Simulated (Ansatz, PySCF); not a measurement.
Spin states of BrO2Re (SMILES [O]=[Re](=[O])[Br]), each relaxed with B3LYP-D3(BJ)/def2-TZVP.
State 1 (charge 0, multiplicity 1):
| atom | x (Å) | y (Å) | z (Å) |
|---|---|---|---|
| Re | 0.0561 | -0.0779 | 0.0506 |
| O | 1.6031 | -0.5572 | -0.4324 |
| O | -0.5291 | -0.8878 | 1.4136 |
| Br | -1.1881 | 1.5899 | -1.0879 |
State 2 (charge 0, multiplicity 3):
```json
[
 {"atom": "Re", "x (Å)": "0.0921", "y (Å)": "-0.1262", "z (Å)": "0.0835"},
 {"atom": "O", "x (Å)": "1.6428", "y (Å)": "-0.5162", "z (Å)": "-0.5092"},
 {"atom": "O", "x (Å)": "-0.6155", "y (Å)": "-0.8665", "z (Å)": "1.4471"},
 {"atom": "Br", "x (Å)": "-1.1773", "y (Å)": "1.5758", "z (Å)": "-1.0776"}
]
```

Singlets are restricted, other states unrestricted; no spin–orbit coupling, no relativity up to Kr; see below for the cores. The largest T1 diagnostic is 0.027.

Correlated levels freeze the inner cores; with def2 sets outer-core shells near the valence are correlated too. CBS(a, b) extrapolates the correlation energy as X⁻³ and adds the Hartree–Fock energy of set b.

Run with Ansatz (an electronic-structure program) with Gaussian orbitals; PySCF for the dispersion terms.  In def2 rows elements past Kr take small-core potentials, without spin–orbit coupling.

Question: What energy of the multiplicity-3 state less that of the multiplicity-1 state does CCSD/def2-TZVPP give?

Answer: 0.28 eV

Question: What is the computed energy of the multiplicity-3 state less that of the multiplicity-1 state (CCSD(T)/CBS(def2-SVP, def2-TZVPP))?

Answer: 0.40 eV

Question: Estimate the energy of the multiplicity-3 state less that of the multiplicity-1 state that PBE0-D4/def2-TZVPP returns for this input.

Answer: 0.16 eV

Doubts at one or more of the structures used: a restricted determinant that unrestricted orbitals would lower (CCSD/def2-TZVPP, CCSD(T)/CBS(def2-SVP, def2-TZVPP)).
